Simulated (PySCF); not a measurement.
PySCF input for F₂GeH₃In, SMILES [GeH3][In]([F])[F], TDA-PBE/def2-SVPD. Geometry optimised at PBE0-D3(BJ)/def2-SVP. The structure was generated by enumeration; whether it is a known compound was not checked. The def2 effective core potentials stand for the cores of In; spin–orbit coupling is left out.

```python
import numpy as np
from pyscf import gto, scf, dft, tdscf

mol = gto.M(
    atom='''
    In   -0.50244422    0.29826439   -0.37616779
    F    -2.28842222   -0.43282489   -0.70694223
    F    -0.40076062    2.03082524   -1.28244400
    Ge    1.36501358   -0.81084313    1.01499531
    H     1.17986574   -0.38200784    2.47785289
    H     1.23706880   -2.33436705    0.88903214
    H     2.72504285   -0.33360327    0.48996237
    ''',
    basis='def2-SVPD',
    ecp={'In': 'def2-svp'},
    charge=0,
    spin=0,
    max_memory=1600,
    verbose=4,
)
mf = dft.RKS(mol, xc='pbe').density_fit(auxbasis='def2-universal-jkfit')
mf.grids.level = 3
mf.conv_tol = 1e-9
mf.max_cycle = 100
mf.kernel()
mf.grids = dft.Grids(mol).set(level=1).build(with_non0tab=True)  # coarser grid for the response kernel
td = tdscf.TDA(mf)
td.singlet = True
td.nstates = 10
td.conv_tol = 1e-4
td.positive_eig_threshold = 1e-6
td.kernel(x0=td.get_init_guess(mf, 15))
td.analyze()
tt = tdscf.TDA(mf)
tt.singlet = False
tt.nstates = 4
tt.conv_tol = 1e-4
tt.positive_eig_threshold = 1e-6
tt.kernel(x0=tt.get_init_guess(mf, 9))
tt.analyze(verbose=3)
```

Output:

```
PySCF version 2.14.0

[INPUT] verbose = 4
[INPUT] num. atoms = 7
[INPUT] num. electrons = 74
[INPUT] charge = 0
[INPUT] spin (= nelec alpha-beta = 2S) = 0
[INPUT] symmetry False subgroup None
[INPUT] Mole.unit = angstrom
[INPUT] Symbol           X                Y                Z      unit          X                Y                Z       unit  Magmom
[INPUT]  1 In    -0.502444220000   0.298264390000  -0.376167790000 AA   -0.949481968671   0.563638009810  -0.710854099983 Bohr   0.0
[INPUT]  2 F     -2.288422220000  -0.432824890000  -0.706942230000 AA   -4.324491253169  -0.817920501995  -1.335927200589 Bohr   0.0
[INPUT]  3 F     -0.400760620000   2.030825240000  -1.282444000000 AA   -0.757327813311   3.837703510454  -2.423467930092 Bohr   0.0
[INPUT]  4 Ge     1.365013580000  -0.810843130000   1.014995310000 AA    2.579501822512  -1.532271445685   1.918063153618 Bohr   0.0
[INPUT]  5 H      1.179865740000  -0.382007840000   2.477852890000 AA    2.229623112357  -0.721890195037   4.682463339062 Bohr   0.0
[INPUT]  6 H      1.237068800000  -2.334367050000   0.889032140000 AA    2.337721229244  -4.411314398709   1.680027260536 Bohr   0.0
[INPUT]  7 H      2.725042850000  -0.333603270000   0.489962370000 AA    5.149584664204  -0.630418814559   0.925894690643 Bohr   0.0

nuclear repulsion = 378.366944197319
number of shells = 56
number of NR pGTOs = 243
number of NR cGTOs = 140
basis = def2-SVPD
ecp = {'In': 'def2-svp'}


******** <class 'pyscf.df.df_jk.DFRKS'> ********
method = DFRKS
initial guess = minao
damping factor = 0
level_shift factor = 0
DIIS = <class 'pyscf.scf.diis.CDIIS'>
diis_start_cycle = 1
diis_space = 8
diis_damp = 0
SCF conv_tol = 1e-09
SCF conv_tol_grad = None
SCF max_cycles = 100
direct_scf = False
XC library pyscf.dft.libxc version 7.1.2
    S. Lehtola, C. Steigemann, M. J. T. Oliveira, and M. A. L. Marques,  SoftwareX 7, 1–5 (2018)
XC functionals = pbe
    J. P. Perdew, K. Burke, and M. Ernzerhof,  Phys. Rev. Lett. 77, 3865 (1996)
    J. P. Perdew, K. Burke, and M. Ernzerhof,  Phys. Rev. Lett. 78, 1396 (1997)
    J. P. Perdew, K. Burke, and M. Ernzerhof,  Phys. Rev. Lett. 77, 3865 (1996)
    J. P. Perdew, K. Burke, and M. Ernzerhof,  Phys. Rev. Lett. 78, 1396 (1997)
radial grids:
    Treutler-Ahlrichs [JCP 102, 346 (1995); DOI:10.1063/1.469408] (M4) radial grids

becke partition: Becke, JCP 88, 2547 (1988); DOI:10.1063/1.454033
pruning grids: <function nwchem_prune>
grids dens level: 3
symmetrized grids: False
atomic radii adjust function: <function treutler_atomic_radii_adjust>
small_rho_cutoff = 0
Set gradient conv threshold to 3.16228e-05
Initial guess from minao.
tot grids = 100464
init E= -2445.98140106864
  HOMO = -0.577849047747512  LUMO = -0.552341698246381  gap/eV = 0.69409
cycle= 1 E= -2465.33981329926  delta_E= -19.4  |g|= 2.85  |ddm|= 13.5
  HOMO = 0.0245587535547796  LUMO = 0.028865462297935  gap/eV = 0.11719
cycle= 2 E= -2354.02163876183  delta_E=  111  |g|= 10.9  |ddm|=  493
  HOMO = -0.331356681588387  LUMO = -0.184857623234988  gap/eV = 3.98644
cycle= 3 E= -2467.3106478757  delta_E= -113  |g|= 1.46  |ddm|=  493
  HOMO = -0.155035806041681  LUMO = -0.099476924288129  gap/eV = 1.51183
cycle= 4 E= -2465.91969876441  delta_E= 1.39  |g|=  3.1  |ddm|=  3.2
  HOMO = -0.272525438739706  LUMO = -0.0907732375497619  gap/eV = 4.94573
cycle= 5 E= -2467.76862573213  delta_E= -1.85  |g|= 0.305  |ddm|= 2.56
  HOMO = -0.28108935053499  LUMO = -0.11077182893148  gap/eV = 4.63458
cycle= 6 E= -2467.78020820849  delta_E= -0.0116  |g|= 0.195  |ddm|= 0.531
  HOMO = -0.279201638036219  LUMO = -0.107468794177615  gap/eV = 4.67309
cycle= 7 E= -2467.78462405293  delta_E= -0.00442  |g|= 0.0461  |ddm|= 0.155
  HOMO = -0.281893786247653  LUMO = -0.108434332255114  gap/eV = 4.72007
cycle= 8 E= -2467.7850278363  delta_E= -0.000404  |g|= 0.0132  |ddm|= 0.0514
  HOMO = -0.281618388974338  LUMO = -0.108022811043911  gap/eV = 4.72378
cycle= 9 E= -2467.78506419128  delta_E= -3.64e-05  |g|= 0.0082  |ddm|= 0.0178
  HOMO = -0.281674523836177  LUMO = -0.108036940938679  gap/eV = 4.72492
cycle= 10 E= -2467.7850757754  delta_E= -1.16e-05  |g|= 0.00214  |ddm|= 0.00701
  HOMO = -0.281876575547564  LUMO = -0.108188425635967  gap/eV = 4.72630
cycle= 11 E= -2467.78507677465  delta_E= -9.99e-07  |g|= 0.000386  |ddm|= 0.00223
  HOMO = -0.281872408000276  LUMO = -0.108176062075328  gap/eV = 4.72652
cycle= 12 E= -2467.78507683307  delta_E= -5.84e-08  |g|= 0.000166  |ddm|= 0.000984
  HOMO = -0.281862618089468  LUMO = -0.108170903418645  gap/eV = 4.72639
cycle= 13 E= -2467.78507684047  delta_E= -7.4e-09  |g|= 3.43e-05  |ddm|= 0.000184
  HOMO = -0.281861457579626  LUMO = -0.108170915882041  gap/eV = 4.72636
cycle= 14 E= -2467.78507684089  delta_E= -4.17e-10  |g|= 6.88e-06  |ddm|= 7.3e-05
  HOMO = -0.281861521250889  LUMO = -0.108170323940971  gap/eV = 4.72638
Extra cycle  E= -2467.78507684084  delta_E= 5.41e-11  |g|= 1.74e-05  |ddm|= 2.8e-05
converged SCF energy = -2467.78507684084
tot grids = 33520
Overwritten attributes  positive_eig_threshold  of <class 'pyscf.tdscf.rks.TDA'>


******** <class 'pyscf.tdscf.rks.TDA'> for <class 'pyscf.df.df_jk.DFRKS'> ********
nstates = 10 singlet
deg_eia_thresh = 1.000e-03
wfnsym = None
conv_tol = 0.0001
eigh lindep = 1e-12
eigh level_shift = 0
eigh max_cycle = 100


Excitation energies (eV)
[5.28757104 5.36860331 5.39331526 5.46759298 5.57175258 5.82082087
 5.90311576 6.11263469 6.256108   6.45846725]

** Singlet excitation energies and oscillator strengths **
Excited State   1:      5.28757 eV    234.48 nm  f=0.0295
      33 -> 39        0.13281
      37 -> 38        0.10018
      37 -> 39        0.67446
Excited State   2:      5.36860 eV    230.94 nm  f=0.1747
      33 -> 38        0.34647
      34 -> 39        0.11641
      37 -> 38        0.58428
      37 -> 39       -0.10878
Excited State   3:      5.39332 eV    229.88 nm  f=0.0080
      35 -> 39        0.15184
      36 -> 38        0.68373
Excited State   4:      5.46759 eV    226.76 nm  f=0.0000
      35 -> 38        0.69789
      36 -> 39        0.10422
Excited State   5:      5.57175 eV    222.52 nm  f=0.0000
      35 -> 38       -0.10464
      36 -> 39        0.69915
Excited State   6:      5.82082 eV    213.00 nm  f=0.0147
      33 -> 39       -0.10182
      34 -> 38       -0.69429
Excited State   7:      5.90312 eV    210.03 nm  f=0.0009
      32 -> 38       -0.29726
      35 -> 39       -0.62024
Excited State   8:      6.11263 eV    202.83 nm  f=0.0561
      33 -> 38       -0.45644
      34 -> 39        0.49364
      37 -> 38        0.15235
Excited State   9:      6.25611 eV    198.18 nm  f=0.0281
      33 -> 39        0.67765
      37 -> 39       -0.12833
Excited State  10:      6.45847 eV    191.97 nm  f=0.0016
      30 -> 38       -0.15968
      32 -> 38        0.14565
      32 -> 39        0.66905

** Transition electric dipole moments (AU) **
state          X           Y           Z        Dip. S.      Osc.
  1        -0.0399      0.1367      0.4557      0.2279      0.0295
  2         0.8538     -0.5274      0.5664      1.3280      0.1747
  3         0.1579      0.1845     -0.0370      0.0603      0.0080
  4        -0.0107     -0.0129      0.0035      0.0003      0.0000
  5        -0.0090     -0.0115      0.0027      0.0002      0.0000
  6         0.1094     -0.1455     -0.2639      0.1028      0.0147
  7         0.0458      0.0599     -0.0142      0.0059      0.0009
  8         0.4340     -0.2529      0.3497      0.3746      0.0561
  9         0.1957     -0.2227     -0.3090      0.1834      0.0281
 10         0.0631      0.0743     -0.0185      0.0098      0.0016

WARN: ECP detected. Skipping calculation of transition velocity and magnetic dipole moments, which have not yet been implemented.



******** <class 'pyscf.tdscf.rks.TDA'> for <class 'pyscf.df.df_jk.DFRKS'> ********
nstates = 4 triplet
deg_eia_thresh = 1.000e-03
wfnsym = None
conv_tol = 0.0001
eigh lindep = 1e-12
eigh level_shift = 0
eigh max_cycle = 100


Excitation energies (eV)
[4.4370781  4.76068173 5.08958477 5.23710368]

** Triplet excitation energies and oscillator strengths **
Excited State   1:      4.43708 eV    279.43 nm  f=0.0000
Excited State   2:      4.76068 eV    260.43 nm  f=0.0000
Excited State   3:      5.08958 eV    243.60 nm  f=0.0000
Excited State   4:      5.23710 eV    236.74 nm  f=0.0000
```

Self-consistency was reached.

Cost: very roughly 40 core-seconds.
